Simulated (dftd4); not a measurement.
C2H6N (SMILES C[CH-]N), charge -1, singlet, geometry from GFN2-xTB; D4 for tpssh in dftd4.

Input for dftd4:
```
$ dftd4 mol.xyz --func tpssh --charge -1 --json dftd4.json --noedisp --property

# file mol.xyz
9

C      1.17379428    -0.29888506    -0.03064780
C     -0.00061861     0.69049820    -0.11946954
N     -1.28175622    -0.07360499     0.01875596
H      2.13180660     0.23713849     0.01082447
H      1.16758703    -1.00712786     0.84854650
H      1.20574491    -0.94467985    -0.92468513
H      0.04801484     1.28923134     0.84658688
H     -1.25328855    -0.75326842     0.80694167
H     -1.36662521    -0.65573752    -0.81880195
```

Question: Predict the main parts of the log of this dftd4 run.

Answer: 
```
                    ____  _____ _____     ____  _  _
      -------------|  _ \|  ___|_   _|---|  _ \| || |------------
     |             | | | | |_    | | ___ | | | | || |_           |
     |             | |_| |  _|   | ||___|| |_| |__   _|          |
     |             |____/|_|     |_|     |____/   |_|            |
     |             ===================================           |
     |            E. Caldeweyher, S. Ehlert & S. Grimme          |
     |          Mulliken Center for Theoretical Chemistry        |
     |                    University of Bonn                     |
      -----------------------------------------------------------

Rational (Becke-Johnson) damping: tpssh-D4-ATM
---------------------
  s6         1.0000
  s8         1.8590
  s9         1.0000
  a1         0.4429
  a2         4.6023
 alp        16.0000
--------------------

Atomic data, radii in Ångström:
------------------------------------------------------
   Z          R(cov)      r4/r2   hardness         EN
------------------------------------------------------
   6 C        1.0000     1.6431     0.4220     2.5500
   7 N        0.9467     1.4350     0.5044     3.0400
   1 H        0.4267     1.0622     0.4726     2.2000
------------------------------------------------------

Atomic reference systems (in atomic units):
----------------------------------------------------------------------------
   Z        #      CN     q+Z       C6(AA)   #      CN     q+Z       C6(AA)
----------------------------------------------------------------------------
   6 C      1  0.0000  6.0000      49.3833   2  0.9189  5.8288      52.1688
            3  1.9079  5.8579      35.6972   4  2.8312  5.7775      35.8445
            5  3.7487  5.7435      28.6317   6  2.9183  5.8956      32.2504
            7  0.8556  6.2103      25.6194
   7 N      1  0.0000  7.0000      25.3714   2  0.8583  6.6470      32.5496
            3  1.8399  6.6987      28.5877   4  2.5804  6.1757      42.3910
            5  0.9809  7.0000      18.1534
   1 H      1  0.0000  1.0000       7.6362   2  0.8942  1.0000       3.0374
----------------------------------------------------------------------------

Atomic properties (in atomic units):
----------------------------------------------------------------------------
     #    Z              CN          q      C6(AA)        C8(AA)   alpha(0)
----------------------------------------------------------------------------
     1    6 C        3.7398    -0.3288     30.7225      888.5473     8.0027
     2    6 C        2.7933    -0.1900     34.7863     1006.0801     9.6307
     3    7 N        2.6233    -0.7530     39.6457      874.6163     9.4266
     4    1 H        0.9234    -0.0202      3.4331       41.5007     2.8976
     5    1 H        0.9177    -0.0070      3.1837       38.4862     2.7907
     6    1 H        0.9227    -0.0031      3.1130       37.6304     2.7592
     7    1 H        0.9155     0.0194      2.7449       33.1815     2.5914
     8    1 H        0.8579     0.1381      1.4853       17.9544     1.9092
     9    1 H        0.8594     0.1447      1.4380       17.3830     1.8785
----------------------------------------------------------------------------

Molecular properties (in atomic units):
----------------------------------------
 molecular C6                 738.7946
 molecular C8               15351.7913
----------------------------------------

Dispersion energy:      -6.5083122709714E-03 Eh

[Info] JSON dump of results written to 'dftd4.json'
```
